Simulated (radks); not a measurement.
The numbers below are computed, except where a source is named.
Ionisation of the gold ion Au+, [Xe] 4f14 5d10, to Au2+, [Xe] 4f14 5d9, under several functionals. Scalar-relativistic Kohn-Sham, spin-unpolarised, spherical densities, finite nucleus; a radial shooting solver on a logarithmic mesh with Libxc functionals.

\begin{tabular}{lrrrrrr}
functional & E(Au+) (hartree) & Exc (hartree) & IE (eV) & -e(HOMO) (eV) & <r> HOMO (bohr) & IE error (eV) \\ \hline
XLYP & -19009.3184 & -364.0351 & 21.142 & 15.277 & 1.582 & +0.939 \\
revPBE & -19007.6662 & -362.4302 & 21.124 & 15.241 & 1.573 & +0.921 \\
exchange-only PBE & -19002.4942 & -357.1708 & 20.125 & 14.313 & 1.590 & -0.078 \\
BP86 & -19009.4659 & -364.2133 & 21.331 & 15.457 & 1.575 & +1.128 \\
MS2 meta-GGA & -19006.7609 & -360.8361 & 21.209 & 15.321 & 1.571 & +1.006 \\
AM05 & -18997.2074 & -352.0017 & 21.223 & 15.335 & 1.573 & +1.020 \\
SOGGA & -19001.4097 & -356.1699 & 21.128 & 15.247 & 1.574 & +0.925 \\
LDA (Slater exchange, VWN5 correlation) & -18996.8042 & -351.5798 & 21.507 & 15.624 & 1.576 & +1.304 \\
LDA (Slater exchange, Perdew-Zunger correlation) & -18996.7780 & -351.5530 & 21.501 & 15.620 & 1.577 & +1.298 \\
PBEsol & -19002.0207 & -356.7822 & 21.239 & 15.357 & 1.574 & +1.036 \\
LDA (Slater exchange, Perdew-Wang correlation) & -18996.7710 & -351.5460 & 21.502 & 15.620 & 1.577 & +1.299 \\
\end{tabular}

NIST Atomic Spectra Database: 20.20 eV (measured). Closest: exchange-only PBE. The Delta-SCF values span 1.38 eV, the total energies 12.69 hartree. The highest occupied level is 5d. Spin polarisation and multiplet splitting are left out, so open shells lie too high by an amount that depends on their filling. Spin-orbit splitting is averaged out at the scalar-relativistic level.

Beside tabulated values, note that spin-unpolarised runs miss the spin-polarisation part of the exchange energy of open shells.
